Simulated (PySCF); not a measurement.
Correlation energy of Sc (scandium, neutral)

[Ar] 4s2 4p1, 2P determinant (an excited configuration). Calculation: PySCF 2.14, in aug-cc-pVDZ (7s6p4d2f, 59 functions); the non-relativistic Hamiltonian (point nucleus). Frozen: [Ar]; 3 electrons correlated.

MP2 pair energies summed by pair of shells (mhartree):

```csv
pair,energy,share (%)
4s-4s,-14.87,52.8
4s-4p,-13.27,47.2
```

Total MP2 correlation energy: -28.14 mhartree.

Same-spin part -1.92 and opposite-spin part -26.22 mhartree; SCS-MP2 scales them by 1/3 and 6/5 to -32.11 mhartree.
